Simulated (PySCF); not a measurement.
Carbon diselenide, CSe2.
Numbering: `[Se:1]=[C:2]=[Se:3]`

Level of theory: core-valence-separated Tamm–Dancoff BHandHLYP/aug-pcX-1 (def2-SVPD on Se) in PySCF, non-relativistic, gas phase, PBE0-D3(BJ)/def2-SVP geometry. BHandHLYP without relativity tends to put these K edges a few eV too low, so spacings mean more than positions.

(1) List the carbon K-edge absorption lines.

Results:

(1) 
```csv
E (eV),f,core hole on,main final orbital,polarisation
283.38,0.1547,C2,"LUMO/LUMO+1 (2 roots, f summed)",across the axis
288.63,0.0000,C2,LUMO+2 (57 %),–
289.79,0.0000,C2,LUMO+4 (76 %),–
290.17,0.0437,C2,LUMO+9 (38 %),along the axis
291.22,0.0095,C2,LUMO+3 (58 %),along the axis
```

The first line with a tenth or more of the strongest one's intensity is at 283.38 eV (f = 0.155, sum of 2), with the hole on C2 (central carbon of cumulated double bonds), polarised across the axis: a 1s→π* resonance. It is also the strongest listed.

Roots within 0.03 eV whose holes lie on the same, on equivalent or on shared atoms are summed into one line, and the highest roots are left out, as the search may have cut off their partners. Final orbitals are the ground state's empty Kohn–Sham orbitals. A dash: too weak, shared between unlike atoms, or no plane or axis to refer to.

Task: What are the wavelength and the wavenumber of the 290.17 eV line?

Result: λ = 12398.42 eV Å/290.17 eV = 42.728 Å; 2.3404 × 10⁶ cm⁻¹.

The ionisation thresholds weren't computed; near and above them a finite basis only mimics Rydberg series and continuum. Relativistic effects, spin–orbit coupling among them, are left out although an element past zinc is present.

The run took about 5 s of CPU time (one thread, shared machine).
